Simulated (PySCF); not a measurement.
**Peak assignment**

Bonds (- single, = double, # triple, : aromatic): N1#C2 1.148 Å, C2-C3 1.398 Å, C3:C4 1.374 Å, C4:C5 1.408 Å, C5:C6 1.371 Å, C6-O7 1.312 Å, O7-Si8 1.657 Å, C6:O9 1.339 Å, O9:C3 1.368 Å. C4 carries H10; C5 carries H11; Si8 carries H12, H13, H14.

Equivalent nuclei averaged, gas phase, non-relativistic Hamiltonian, single conformer. σ from GIAO-PBE0/pcSseg-1; coordinates at the GFN2-xTB level; PySCF 2.14.

Referencing at the same level of theory: $^{13}$C (σ = 186.93 ppm), $^{1}$H (σ = 31.72 ppm) vs TMS.

**Question.** Assign these signals to the numbered atoms. $^{13}$C{$^{1}$H} NMR (computed): δ 165.5, 136.3, 121.8, 116.7, 94.1.

**Answer.** 
```tsv
δ (ppm)	atoms	environment	reason
165.5	C6	aromatic carbon bearing oxygen	the electronegative substituent deshields the carbon that carries it
136.3	C4	aromatic CH	the aromatic region
121.8	C3	substituted aromatic carbon next to the ring oxygen	–
116.7	C2	nitrile carbon	typical of a nitrile
94.1	C5	aromatic CH	π donation from the O or N substituent raises the electron density at positions ortho and para to it
```

**Question.** Assign these signals to the numbered atoms. $^{1}$H NMR (500 MHz, computed): δ 7.38 (m, 1H), 5.72 (m, 1H), 5.10 (s, 3H).

**Answer.** 
| δ (ppm) | atoms | environment | reason |
| --- | --- | --- | --- |
| 7.38 | H10 | hydrogen on an aromatic CH | aromatic region |
| 5.72 | H11 | hydrogen on an aromatic CH | – |
| 5.10 | H12/H13/H14 | hydrogen on a silicon bonded to O | – |

Shifts are as computed. Against solution values, carbons near 30 ppm lie about +3 ppm off and those near 130 ppm about +5 ppm. Of 1211 compounds with measured shifts, 218 miss one by over three times the rms of a fit or turn the order of signals round; such compounds aren't used in these exercises. No couplings were computed; multiplicities are counted from neighbouring protons, with m where these are inequivalent, close in shift, in a saturated or five-membered ring or joined by F or P, and br s for small geminal =CH2 splittings.
